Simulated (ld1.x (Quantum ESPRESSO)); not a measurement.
# What one change does to a pseudopotential (Al, PAW)

ld1.x (Quantum ESPRESSO) 7.5 input, shortened:

```
&input
   title='Al', zed=13., rel=1, dft='PBE', iswitch=3,
   config='[Ne] 3s1.5 3p1.5 3d-2'
 /
 &inputp
   pseudotype=3, lpaw=.true., tm=.true., lloc=-1, rcloc=2.70,
   nlcc=.true., rcore=2.40,
   which_augfun='PSQ', rmatch_augfun_nc=.true.
 /
6
3S  1  0   1.50   0.00  1.85  2.35  0.0
3S  1  0   0.00   3.00  1.85  2.35  0.0
3P  2  1   1.50   0.00  2.15  2.95  0.0
3P  2  1   0.00   4.95  2.15  2.95  0.0
3D  3  2  -2.00   0.25  2.00  2.75  0.0
3D  3  2  -2.00   2.80  2.00  2.75  0.0
 &test
   configts(1)='3s1.5 3p1.5'
 /
```

Change: waves 3p (bound): rcut 1.86, rcutus 1.98 bohr; 3p channel at 4.95 Ry: rcut 1.86, rcutus 1.98 bohr.

Cutoffs: the cutoffs (Ry, on a coarse ladder) from which the occupation-weighted sum of valence levels, in a spherical-Bessel basis at the reference potential, stays within 10 and 1 mRy of its value at 400 Ry; they do not see the model core or the augmentation charge, which bear on the density cutoff. Errors are all-electron minus pseudo energies relative to the spin-unpolarised reference configuration.

What does the change do?

Both files are very soft, the changed one slightly softer (loose and tight cutoff 6 and 8 Ry → 6 and 6 Ry on this coarse ladder); of the 7 tests that both files solve, the error grows in 3 and shrinks in 0 by more than 15 % and 0.3 meV (median size 0.3 → 0.8 meV); neither file shows a bound ghost. That the errors move this way runs against the usual rule that smaller radii transfer better.

| quantity | base | changed |
| --- | --- | --- |
| cutoff, loose | 6 Ry | 6 Ry |
| cutoff, tight | 8 Ry | 6 Ry |
| bound ghosts | none | none |
| error for 3s2 3p1, meV [ΔE -2.55 eV] | -0.2 | +0.1 |
| error for 3s2 3p0, meV [ΔE 3.22 eV] | -0.7 | +2.0 |
| error for 3s1 3p0, meV [ΔE 22.44 eV] | -14 | -13 |
| error for 3s2 3p1.3, meV [ΔE -3.12 eV] | +0.1 | 0.0 |
| error for 3s1 3p1, meV [ΔE 9.03 eV] | +0.9 | -2.3 |
| error for 3s1 3p2, meV [ΔE 2.59 eV] | -0.3 | 0.0 |
| error for 3s2 3p0.5, meV [ΔE -0.46 eV] | -0.1 | +0.8 |
| lowest overlap eigenvalue by channel | s 0.72, p 0.91, d 0.77 | s 0.72, p 0.78, d 0.77 |
